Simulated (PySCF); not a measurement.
PySCF job for C10H7N3, SMILES C1=CC2=NC=CC3=CC=NC(=C1)N32, SMD-ωB97X/def2-SVP. Geometry optimised at PBE-D3(BJ)/def2-SVP.

```python
import numpy as np
from pyscf import gto, scf, dft
from pyscf.solvent import smd

mol = gto.M(
    atom='''
    C     0.00000000   -0.00000046    2.78107770
    C     0.00000000    1.21069842    2.08891306
    C     0.00000000    1.24232043    0.67675651
    N     0.00000000    2.42704539    0.02537978
    C     0.00000000    2.41673874   -1.30881598
    C     0.00000000    1.25416114   -2.07886915
    C     0.00000000    0.00000024   -1.42472102
    C     0.00000000   -1.25416046   -2.07886957
    C     0.00000000   -2.41673830   -1.30881678
    N     0.00000000   -2.42704539    0.02537897
    C     0.00000000   -1.24232067    0.67675609
    C     0.00000000   -1.21069912    2.08891265
    N     0.00000000    0.00000000   -0.01827275
    H     0.00000000   -0.00000064    3.88160395
    H     0.00000000    2.18686201    2.58822264
    H     0.00000000    3.40503554   -1.80382348
    H     0.00000000    1.27781903   -3.17587153
    H     0.00000000   -1.27781799   -3.17587196
    H     0.00000000   -3.40503494   -1.80382461
    H     0.00000000   -2.18686287    2.58822191
    ''',
    basis='def2-SVP',
    charge=0,
    spin=0,
    max_memory=1600,
    verbose=3,
)
mf = dft.RKS(mol, xc='wb97x').density_fit(auxbasis='def2-universal-jkfit')
mf.grids.level = 3
mf.conv_tol = 1e-9
mf.max_cycle = 100
mf.kernel()
res = {}
for name in ['water', 'dimethylsulfoxide', 'dichloromethane']:
    s = mf.SMD()
    s.with_solvent.solvent, s.with_solvent.sasa_ng = name, 194
    s.kernel(mf.make_rdm1())
    res[name] = (s.e_tot, s.with_solvent.get_cds(), s.dip_moment(), s.mo_energy, s.converged)
    print(f'SMD {name}: dG(solv) = {(s.e_tot - mf.e_tot) * 627.509474:.3f} kcal/mol, of which CDS {res[name][1] * 627.509474:.3f}')
```

Output:

```
converged SCF energy = -548.969830048907
converged SCF energy = -548.982771487429
Dipole moment(X, Y, Z, Debye): -0.00000,  0.00000, -1.92369
SMD water: dG(solv) = -8.121 kcal/mol, of which CDS 1.170
converged SCF energy = -548.986882075483
Dipole moment(X, Y, Z, Debye): -0.00000,  0.00000, -1.90814
SMD dimethylsulfoxide: dG(solv) = -10.700 kcal/mol, of which CDS -1.547
converged SCF energy = -548.991177251805
Dipole moment(X, Y, Z, Debye):  0.00000,  0.00000, -1.76355
SMD dichloromethane: dG(solv) = -13.396 kcal/mol, of which CDS -5.590
```

The run converged.
